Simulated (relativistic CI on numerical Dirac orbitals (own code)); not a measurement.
# Hyperfine structure of Ge12+, mass number 73

Method of calculation: Dirac-Coulomb-Breit CI, KLI orbitals optimised for each configuration, model QED (radiative potential, 1s self-energy scaled to tabulated hydrogen-like ionisation energies), unscaled Slater integrals (own radial code, finite nucleus).

CI space (outside the closed core [Ne]): 3s2.3p6.3d2, 3s2.3p5.3d3, 3s.3p6.3d3, 3s2.3p6.3d.4s, 3s2.3p6.3d.4p, 3s2.3p6.3d.4d, 3s2.3p6.4s2, 3s2.3p6.3d.4f, 3s2.3p6.4s.4p, 3s2.3p5.3d2.4s, 3s2.3p6.4p2, 3s2.3p6.3d.5s, 3p6.3d4, 3p5.3d5. Double excitations out of closed p, d and f shells are left out; levels of such configurations are missing from the list, as are those of other unlisted configurations, and high levels can miss mixing partners. These lack a partner that the ground configuration has and come out too high: 3s2.3p5.3d2.4s.

Nuclear spin I = 9/2, μ = -0.87824 μN, Q = -0.196 b (tables of Stone and Pyykkö). The electronic factors are computed for point nuclear moments, without core polarisation or the Bohr-Weisskopf and QED corrections.

```tsv
Level	E (cm⁻¹)	A (MHz)	B (MHz)
3s2.3p6.3d2 3F_2	0	-661.6	-199
3s2.3p6.3d2 3F_3	4841	-416.8	-228
3s2.3p6.3d2 3F_4	10272	-320.5	-312
3s2.3p6.3d2 1D_2	33904	-409.8	284
3s2.3p6.3d2 3P_1	39079	-16.75	-215
3s2.3p6.3d2 3P_2	43901	-277.9	401
3s2.3p6.3d2 1G_4	53731	-427	-1220
3s2.3p5.3d3 5D°_2	600374	-831.7	-1330
```

Levels with J = 0, under 50 % of one LS term, or S terms without an open s electron are left out. Small factors come from cancelling terms and can be off by tens of per cent or more.

At this charge energies of transitions that change n are usually good to better than 1 %, and those within a shell (Δn = 0) to a few per cent. Terms inside the open d or f shell come out 10 to 20 % too wide with unscaled integrals.

Question: Give the hyperfine levels of 3s2.3p6.3d2 3F_2 relative to its centre of gravity.

Answer: With K = F(F + 1) − I(I + 1) − J(J + 1), E = AK/2 + B[¾K(K + 1) − I(I + 1)J(J + 1)]/[2I(2I − 1)J(2J − 1)]: F = 5/2: 7186, F = 7/2: 4958, F = 9/2: 2043, F = 11/2: -1596, F = 13/2: -6004 MHz.

LS names give the leading component of a level, which can be under half, so a name can repeat, a term be missing and a line seem to break the LS rules.
